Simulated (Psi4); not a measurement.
C, charge +1, doublet. Base run: Psi4 with B3LYP/6-31G.

The Psi4 input:
```
memory 2 GB

molecule mol {
1 2
C     0.000000    0.000000    0.000000
}

set {
  basis 6-31g
  reference uks
}

energy('b3lyp')
print_variables()
```

The base run was repeated with changes; each row names its change, and settings that it needs were set with it.

```json
[
 {"change": "base", "E (Eh)": "-37.42428", "SCF-reference <S^2>": "0.750"},
 {"change": "functional = m06", "E (Eh)": "-37.40075", "SCF-reference <S^2>": "0.750"},
 {"change": "functional = cam-b3lyp", "E (Eh)": "-37.40084", "SCF-reference <S^2>": "0.750"},
 {"change": "functional = x3lyp", "E (Eh)": "-37.40841", "SCF-reference <S^2>": "0.750"},
 {"change": "functional = pbe", "E (Eh)": "-37.36137", "SCF-reference <S^2>": "0.750"},
 {"change": "functional = hf (with energy('scf'))", "E (Eh)": "-37.28334", "SCF-reference <S^2>": "0.751"},
 {"change": "functional = bhhlyp", "E (Eh)": "-37.41952", "SCF-reference <S^2>": "0.750"},
 {"change": "functional = m11", "E (Eh)": "-37.40994", "SCF-reference <S^2>": "0.750"},
 {"change": "functional = b97m-v", "E (Eh)": "-37.42364", "SCF-reference <S^2>": "0.750"},
 {"change": "functional = scan", "E (Eh)": "-37.39693", "SCF-reference <S^2>": "0.751"},
 {"change": "functional = m06-2x", "E (Eh)": "-37.41590", "SCF-reference <S^2>": "0.751"},
 {"change": "functional = wb97x-v", "E (Eh)": "-37.41972", "SCF-reference <S^2>": "0.750"},
 {"change": "functional = pbe0-dh", "E (Eh)": "-37.37207", "SCF-reference <S^2>": "0.750"}
]
```

Totals shift with the method and basis; they matter in differences.

Open shells are given as the SCF converged; they aren't shown to be the lowest states, and a large step between rows can be another state.
